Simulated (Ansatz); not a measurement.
Species: C2H7AlO3, charge 0, multiplicity 1. 
Geometry from a B3LYP-D3(BJ)/def2-TZVP (Ansatz, an electronic-structure program) optimisation:
```xyz
13

C      2.2999    -1.0068     0.8950
O      1.4892     0.1393     0.7668
Al    -0.0230     0.4284     0.0901
O     -0.7029     1.9794     0.1222
O     -0.8738    -0.8313    -0.6274
C     -2.1230    -0.9436    -1.2695
H      1.8347    -1.8948     0.4556
H      3.2598    -0.8393     0.3985
H      2.4941    -1.2071     1.9524
H     -0.2616     2.7319     0.5178
H     -2.7483    -1.6680    -0.7401
H     -2.6578     0.0106    -1.3072
H     -1.9826    -1.3002    -2.2939
```

Computed values are from Ansatz. Valence correlation only, unless marked. Open shells are spin-unrestricted. Spin-orbit coupling is left out. No relativistic terms. CBS(X,Y): correlation extrapolated as X^-3; Hartree-Fock from the larger set.

Q: What is the T1 diagnostic at CCSD/cc-pV(Q+d)Z?

A: 0.012.

Q: What is the atomisation energy De at CCSD(T)/CBS(cc-pV(T+d)Z,cc-pV(Q+d)Z)?

A: 1230.2 kcal/mol.

Q: What is the total energy at CCSD(T)/CBS(cc-pV(T+d)Z,cc-pV(Q+d)Z)?

A: -547.9851 Eh.

Q: What is the dipole moment at CCSD(T)/aug-cc-pV(D+d)Z?

A: 0.32 D.
